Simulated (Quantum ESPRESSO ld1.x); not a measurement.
Q: These are the eigenvalues of the occupied orbitals of an atom or ion with whole-number occupations (eV). All-electron calculation, scalar-relativistic Kohn-Sham, LDA (Slater exchange, VWN5 correlation), spin-polarised, spherical densities, point nucleus. Program: ld1.x of Quantum ESPRESSO 7.5.

1s up: -2488.39
1s down: -2484.85
2s up: -485.883
2s down: -479.527
2p up: -452.161

Which element is it, and in what charge state? The configuration may be excited. Open shells, if any, are filled with parallel spins first.

A: Z = 15, phosphorus, charge +10: P10+ in [He] 2s2 2p1. The list shows which subshells hold electrons but not how many an open one holds; the 1s level, -91.447 hartree, gives Z - s = 13.5 by -(Z - s)^2/2, which with screening and relativity narrows Z to a few neighbours, and the depths of the outer levels then fix element, charge and occupations together.
